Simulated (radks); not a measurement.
Results of a calculation; reference values are marked as such.
Q: The mean radii <r> (bohr) of the occupied orbitals of an atom or ion are listed with their occupations. Level of theory: Dirac Kohn-Sham, PBE, spin-unpolarised, spherical densities, finite nucleus; Fermi nuclear charge, rms radius of each element as measured or else 0.836 A^(1/3) + 0.57 fm (a radial shooting solver on a logarithmic mesh with Libxc functionals).

| orbital | occ. | <r> |
|---|---|---|
| 1s1/2 | 2 | 0.04860 |
| 2s1/2 | 2 | 0.2176 |
| 2p1/2 | 2 | 0.1883 |
| 2p3/2 | 4 | 0.1918 |
| 3s1/2 | 2 | 0.6518 |
| 3p1/2 | 2 | 0.6718 |
| 3p3/2 | 4 | 0.6825 |
| 3d3/2 | 4 | 0.7990 |
| 3d5/2 | 6 | 0.8050 |
| 4p1/2 | 1 | 3.033 |
| 4p3/2 | 2 | 3.086 |

Name the element and its charge. Open shells, if any, are shared by 2j + 1.

A: Z = 31, gallium, charge 0: Ga in [Ar] 3d10 4p3. The 1s radius gives Z: for a bare nucleus <r> = (2 gamma + 1)/(2Z) with gamma = sqrt(1 - (Z/c)^2), 0.04755 bohr for Z = 31, and screening makes it slightly larger (0.04860 here). The occupations add up to 31, and the charge is Z minus that.
